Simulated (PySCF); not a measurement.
Compound: C₈H₁₀O.
Structure used (PBE0-D3(BJ)/def2-SVP), in Å, numbered top down from 1:
```
atom  x, y, z in Å
C1     4.0449   -0.0609   -1.3066
C2     3.2181   -1.3085   -1.2663
C3     1.8997   -1.3559   -1.2524
C4     0.6156   -1.3971   -1.2377
C5    -0.6633   -1.4374   -1.2196
C6    -1.9908   -1.5024   -1.2572
C7    -2.7443   -1.5570   -2.5513
O8    -2.6748   -1.5826   -0.0879
C9    -4.0164   -1.1744   -0.0521
H10    4.6922    0.0071   -0.4158
H11    3.4161    0.8385   -1.3496
H12    4.7138   -0.0645   -2.1836
H13    3.7684   -2.2611   -1.2435
H14   -2.0395   -1.5641   -3.3910
H15   -3.4153   -0.6913   -2.6742
H16   -3.3624   -2.4689   -2.6072
H17   -4.3563   -1.3194    0.9815
H18   -4.1310   -0.1067   -0.3112
H19   -4.6621   -1.7732   -0.7167
```

Computed with PySCF, PBE0-D3(BJ)/def2-SVP geometry optimisation, gas phase.

Take the most abundant isotopes and a rigid rotor. The values belong to one conformer with, in the numbering `[CH3:1][CH:2]=[C:3]=[C:4]=[C:5]=[C:6]([CH3:7])[O:8][CH3:9]`, C5–C6–O8–C9 157°.

Problem. Give the principal moments of inertia and the rotational constants in MHz.

Solution. Ia = 92.48, Ib = 997.21, Ic = 1044.74 u·Å²; 505379 MHz·u·Å²/I gives A = 5465, B = 506.8, C = 483.7 MHz.

Problem. Classify the top.

Solution. A near-prolate asymmetric top; Ray's κ = -0.991.

Problem. What does the inertial defect say?

Solution. Not planar: Δ = Ic − Ia − Ib = -44.95 u·Å². For a rigid frame Δ = −2 Σ m c², so Σ m c² = 22.47 u·Å² lies off the ab plane: 9.52 from hydrogen and 12.95 from heavier atoms. The atom farthest from that plane is 1.66 Å away.

Problem. Which types of transition are allowed, and where do some lines up to J = 5 fall?

Solution. The dipole components are |μa| = 1.70 D, |μb| = 0.96 D, |μc| = 0.96 D. Intensities carry the squares of the components, which stand as 1.00 : 0.32 : 0.32 (a : b : c). Some lines, for components of 0.1 D or more:

```csv
type,branch,"J(Ka,Kc)",MHz,lower level (cm⁻¹)
a,Q,"5(1,4) ← 5(1,5)",346,0.656
a,R,"3(1,2) ← 2(1,1)",3006,0.266
a,R,"4(2,3) ← 3(2,2)",3962,0.861
a,R,"5(1,5) ← 4(1,4)",4895,0.492
a,R,"5(4,2) ← 4(4,1)",4953,2.983
a,R,"5(1,4) ← 4(1,3)",5010,0.500
b,R,"4(1,4) ← 3(0,3)",8816,0.198
c,Q,"4(3,2) ← 4(2,2)",24846,0.993
b,R,"3(3,1) ← 2(2,0)",27818,0.762
c,R,"3(3,1) ← 2(2,1)",27818,0.762
b,R,"5(3,2) ← 4(2,3)",29800,0.993
b,Q,"5(4,1) ← 5(3,2)",34785,1.987
```

Problem. Estimate the classical rotational partition function at 10 K, 25 K and 50 K.

Solution. Point group C1, symmetry number σ = 1; q = (√π/σ)·√((kT/h)³/(ABC)), k/h = 20836.6 MHz/K: 4610 at 10 K, 18200 at 25 K, 51500 at 50 K.

No frequency check. These are rigid-rotor constants of the computed structure; measured ground-state constants (B0) also hold zero-point vibration. A rigid rotor knows nothing of internal rotation, which can split or shift real lines.
